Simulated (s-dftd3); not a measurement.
C$_{2}$H$_{8}$N (SMILES C[NH2+]C), charge +1, singlet, at a GFN2-xTB geometry; D3(bjm) for bp86 (s-dftd3 1.4.0).

The s-dftd3 input:
```
$ s-dftd3 mol.xyz --bjm bp86 --json dftd3.json --noedisp --grad

# file mol.xyz
11

C      1.13626145     0.51800927    -0.17136574
N      0.11223500    -0.53475827    -0.00839106
C     -1.24753940     0.01218899     0.17968525
H      2.12079925     0.07512594    -0.30685866
H      0.90342083     1.13036038    -1.04048709
H      1.15583745     1.15586555     0.71028992
H      0.35547925    -1.11851683     0.80222890
H      0.11904322    -1.14240726    -0.83770577
H     -1.97014570    -0.79293439     0.29559530
H     -1.27499751     0.64006506     1.06826740
H     -1.52741413     0.61455989    -0.68250961
```

It wrote (shortened):

```
-----------------------------------
 s i m p l e   D F T - D 3  v1.4.0
-----------------------------------

Rational (Becke-Johnson) damping: bp86-D3(BJ)
---------------------
  s6         1.0000
  s8         3.1403
  s9         0.0000
  a1         0.8218
  a2         2.7282
 alp        14.0000
--------------------

Dispersion energy:      -1.2192442423154E-02 Eh

Gradient norm:           9.2401440617014E-04 Eh/a0
--------------------------------------------------
     #    Z           dE/dx      dE/dy      dE/dz
--------------------------------------------------
     1    6 C     2.239E-04  5.990E-05 -3.315E-05
     2    7 N     1.744E-05 -8.309E-05 -1.304E-06
     3    6 C    -2.289E-04 -3.618E-05  3.352E-05
     4    1 H     2.682E-04  4.579E-05 -3.933E-05
     5    1 H     2.146E-04  1.910E-04 -1.636E-04
     6    1 H     2.513E-04  1.947E-04  9.080E-05
     7    1 H     6.777E-05 -2.325E-04  1.252E-04
     8    1 H     3.061E-05 -2.362E-04 -1.325E-04
     9    1 H    -2.637E-04 -6.708E-05  3.900E-05
    10    1 H    -2.722E-04  8.366E-05  1.679E-04
    11    1 H    -3.089E-04  7.996E-05 -8.649E-05
--------------------------------------------------

Virial:
--------------------------------------------------
      component           x          y          z
--------------------------------------------------
          x       5.596E-03  7.393E-04 -6.349E-04
          y       7.393E-04  2.278E-03 -1.213E-04
          z      -6.349E-04 -1.213E-04  1.360E-03
--------------------------------------------------

[Info] JSON dump of results written to 'dftd3.json'
```
